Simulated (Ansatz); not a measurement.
C3H7NOSi can be A, `C=N/C([SiH3])=C\O`, or B, `C[SiH2]C1N=CO1`.

Gas-phase electronic energies from Ansatz, PBE0-D4/def2-TZVP geometries. CCSD(T)/CBS adds triple-zeta CCSD(T) − MP2 to the extrapolated MP2 energy (def2 sets, frozen cores). DFT in def2-TZVPP. B3LYP here is the variant with VWN-RPA as its local correlation; programs differ in this. Each species was taken in one conformer, which may not be the lowest.

**Question.** Which isomer does CCSD(T)/CBS put lower? Give the gap. (An estimate is asked.)

**Answer.** Ansatz gave: B, by 24.0 kJ/mol.

**Question.** Give E(B) − E(A) in kJ/mol with MP2/def2-TZVPP, PBE-D4, B3LYP-D4, r2SCAN-D4, ωB97M-V, HF/def2-TZVPP, B2PLYP. (Best estimate.)

**Answer.** Computed: MP2/def2-TZVPP -33.0, PBE-D4 -26.0, B3LYP-D4 -8.1, r2SCAN-D4 -27.1, ωB97M-V -31.6, HF/def2-TZVPP -6.2, B2PLYP -18.8. None reverses the order clearly.

Largest T1 diagnostic: 0.014.

From PBE to PBE0 (25 % exact exchange), in def2-TZVPP and without D4, E(B) − E(A) moves by −5.2 kJ/mol. In def2-TZVPP, CCSD(T) changes the Hartree–Fock value by −19.7 kJ/mol (the triples alone add −1.1 kJ/mol) and MP2 by −26.8 kJ/mol.
